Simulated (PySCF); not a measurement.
wB97X single point of singlet SeO₂ at its PBE0 minimum.

An equivalent PySCF input for this run (the driver started from the density of an earlier step):

```python
from pyscf import gto, scf, dft
mol = gto.M(atom='''
Se     0.000000     0.000000    -0.250091
O      1.339379    -0.000000     0.623694
O     -1.339379     0.000000     0.623694''',
    basis={'Se': 'def2-TZVP', 'O': 'def2-TZVP'},
    charge=0, spin=0)
mf = dft.RKS(mol, xc='WB97X')
mf.grids.atom_grid = (75, 302)
aux = {'Se': 'def2-universal-JKFIT', 'O': 'def2-universal-JKFIT'}
mf = mf.density_fit(auxbasis=aux)
mf.conv_tol = 1e-08
mf.diis_space = 10
mf.max_cycle = 60
mf.verbose = 4
mf.kernel()
```

Excerpt of the output:

```
init E= -2551.99013483675
  HOMO = -0.423730966409776  LUMO = -0.0662280673756399  gap/eV = 9.72815
cycle= 1 E= -2551.99125912481  delta_E= -0.00112  |g|= 0.0443  |ddm|= 0.117
  HOMO = -0.420630043985798  LUMO = -0.0672500574043582  gap/eV = 9.61596
cycle= 2 E= -2551.99105987251  delta_E= 0.000199  |g|= 0.0579  |ddm|= 0.0558
  HOMO = -0.424635773872259  LUMO = -0.0683112338009337  gap/eV = 9.69608
cycle= 3 E= -2551.99157873414  delta_E= -0.000519  |g|= 0.00445  |ddm|= 0.0278
  HOMO = -0.424332510619124  LUMO = -0.0681760043617672  gap/eV = 9.69151
cycle= 4 E= -2551.99158413299  delta_E= -5.4e-06  |g|= 0.00168  |ddm|= 0.00574
  HOMO = -0.424517267057001  LUMO = -0.0683158355923794  gap/eV = 9.69273
cycle= 5 E= -2551.99158470057  delta_E= -5.68e-07  |g|= 0.000253  |ddm|= 0.00188
  HOMO = -0.424499261414433  LUMO = -0.0683121542377734  gap/eV = 9.69234
cycle= 6 E= -2551.9915847495  delta_E= -4.89e-08  |g|= 5.79e-05  |ddm|= 0.000598
  HOMO = -0.424484494467603  LUMO = -0.0683009611848817  gap/eV = 9.69225
cycle= 7 E= -2551.99158475283  delta_E= -3.32e-09  |g|= 1.99e-05  |ddm|= 0.000136
  HOMO = -0.424486244187551  LUMO = -0.0683044699482451  gap/eV = 9.69220
Extra cycle  E= -2551.99158475301  delta_E= -1.82e-10  |g|= 1.34e-05  |ddm|= 3.48e-05
converged SCF energy = -2551.99158475301
```

This run, together with those of the ionised and electron-attached species (not shown), took 6.3 s on 2 threads of a shared Arm Neoverse V1 host, with 110 basis functions; the process peaked at 0.95 GiB. Launch command: `OMP_NUM_THREADS=2 python axn.py task.json out`.
